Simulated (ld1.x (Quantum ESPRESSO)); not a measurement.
**Configuration tests for Dy (Z = 66) (TM)**

* Element: Dy
* Generator: ld1.x (Quantum ESPRESSO) 7.5
* Type: norm-conserving Troullier–Martins (Kleinman–Bylander form)
* Functional: PBEsol
* Relativity: scalar-relativistic
* Frozen core: [Kr] 4d10 5s2
* Valence charge: 18
* Reference configuration: 4f10 5p6 5d0.5 6s1.5 6p0
* Partial waves: 6s (bound): rc 3.45 bohr; 5d (bound): rc 3.40 bohr; 4f (bound): rc 1.35 bohr; 5p (bound): rc 1.35 bohr
* Local potential: the p channel
* Core correction: none

Energies are relative to the spin-unpolarised reference configuration 4f10 5p6 5d0.5 6s1.5 6p0; without spin polarisation the order of configurations can differ from experiment. Not all tests gave a result: 3 of 7 tests not solved or not reliable. Left out of the table: 4f10 5p6 5d0 6s2 6p0 (solver errors, printed error -2855 eV); 4f10 5p6 5d0 6s1 6p0 (solver errors, printed error -2.7 eV); 4f9 5p6 5d0 6s2 6p0 (solver errors, printed error -2913 eV).

```tsv
valence configuration	charge	ΔE all-electron (eV)	error AE − PS (meV)
4f10 5p6 5d0 6s0 6p0	+2	16.501	+5.0
4f10 5p6 5d1 6s0 6p0	+1	7.051	-8.5
```

(1) What are ΔE and the potential's error for 4f8 5p6 5d0 6s0 6p0?

(2) What are ΔE and the potential's error for 4f9 5p6 5d0 6s0 6p0?

Note: ghost state, extra bound levels that the all-electron valence spectrum of the same l lacks: s at -3.1 eV. A true bound ghost makes a file unfit for plane-wave use.

Answers

(1) ΔE = 86.950 eV all-electron; the error (AE − PS) is -338 meV.

(2) ΔE = 42.201 eV all-electron; the error (AE − PS) is +73 meV.

These tests converged, but a pseudo level misses the all-electron one widely, so the file describes the atom poorly there or has found another state: 4f10 5p6 5d0 6s0 6p0: empty 6s by 3.2 eV.
